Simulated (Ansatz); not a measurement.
Cost and result for the atomization energy of H4OSiSnZn (8 atoms, 8 bonds).

Cartesian coordinates in Å:
```
O -1.148 1.781 0.154
Zn -0.460 1.061 1.706
Si 0.702 -0.867 0.954
Sn -0.404 0.391 -1.063
H 0.170 -2.218 1.276
H 2.188 -0.893 0.996
H 0.652 1.146 -2.175
H -1.701 -0.400 -1.847
```

Charge 0, multiplicity 1. For Zn the d shell is correlated and the shells below it are frozen. Correlated methods include outer-core shells of Sn, which these sets cover unevenly. Scalar relativity is left out up to krypton. Sn takes the def2 core potential. Geometry: relaxed with PBE0-D4/def2-TZVP. Program: Ansatz. All runs use 4 threads of an Arm Neoverse V2 on a shared host. Times are those of one run each, without the atoms' runs, and a repeat can differ threefold. Electronic energies, without spin–orbit coupling; frozen cores. CCSD(T)/CBS adds CCSD(T) − MP2 in def2-TZVPP to the MP2 limit, and its time is that of the two runs behind it. T1 = 0.019. With those shells the extrapolation isn't a true limit. B3LYP takes the VWN-RPA correlation (the form of Gaussian; ORCA's B3LYP/G). HSE06 is the plane-wave form, built on full-range PBE exchange.

CCSD(T)/CBS is a level of theory with its own doubt, some kJ/mol a heavy atom from the limit and from the frozen cores, so smaller differences don't rank the functionals.

```tsv
level	functions	wall time
HSE06-D4/def2-TZVPP	243	4.1 s
CAM-B3LYP-D4/def2-TZVPP	243	4.4 s
r2SCAN-D4/def2-TZVPP (with forces)	243	5.5 s
B3LYP-D4/def2-TZVPP (with forces)	243	6 s
r2SCANh-D4/def2-TZVPP	243	6.5 s
CCSD(T)/def2-SVP	109	6.5 s
PBE-QIDH/def2-TZVPP	243	7 s
ωB97X-V/def2-TZVPP	243	9 s
B97M-V/def2-TZVPP	243	9.5 s
ωB97M-V/def2-TZVPP (with forces)	243	14 s
MP2/def2-QZVPP	429	16 s
CCSD(T)/def2-TZVPP	243	3 min
CCSD(T)/CBS(def2)	–	3.3 min
```

Q: What atomization energy does each give, and how far from CCSD(T)/CBS? (An estimate is asked.)

A: The calculation gave: 
| level | atomization (kcal/mol) | difference from CCSD(T)/CBS | per bond |
| --- | --- | --- | --- |
| HSE06-D4/def2-TZVPP | 456.8 | -14.0 | -1.8 |
| CAM-B3LYP-D4/def2-TZVPP | 459.5 | -11.3 | -1.4 |
| r2SCAN-D4/def2-TZVPP (with forces) | 469.5 | -1.3 | -0.2 |
| B3LYP-D4/def2-TZVPP (with forces) | 454.7 | -16.1 | -2.0 |
| r2SCANh-D4/def2-TZVPP | 464.0 | -6.8 | -0.8 |
| CCSD(T)/def2-SVP | 420.4 | -50.4 | -6.3 |
| PBE-QIDH/def2-TZVPP | 457.3 | -13.5 | -1.7 |
| ωB97X-V/def2-TZVPP | 470.5 | -0.3 | 0.0 |
| B97M-V/def2-TZVPP | 472.0 | 1.2 | 0.1 |
| ωB97M-V/def2-TZVPP (with forces) | 461.4 | -9.4 | -1.2 |
| MP2/def2-QZVPP | 467.5 | -3.3 | -0.4 |
| CCSD(T)/def2-TZVPP | 451.4 | -19.4 | -2.4 |
| CCSD(T)/CBS(def2) | 470.8 | 0.0 | 0.0 |

Leaving LDA and LC-ωPBE aside and taking each functional with its dispersion term where it has one, the values, not all of them listed here, spread over 31.3 kcal/mol, from BHLYP-D4 to B97M-V. LDA lies +81.5 kcal/mol from PBE without D4, its usual overbinding. From BLYP to BHLYP (50 % exact exchange), in def2-TZVPP and without D4, the atomization energy moves by −10.9 kcal/mol: exact exchange takes away binding that semilocal exchange gives to molecules. In def2-TZVPP, CCSD(T) changes the Hartree–Fock value by +154.1 kcal/mol (the triples alone add +11.9 kcal/mol) and MP2 by +158.1 kcal/mol; breaking electron pairs costs correlation energy, which Hartree–Fock lacks.

Spin–orbit coupling would lower the free Sn atoms strongly, and the atomization energy with them, by more than many differences here. For some Ge, Se and Sn compounds the MP2-based and the directly extrapolated limit differ by 10 to 25 kJ/mol.
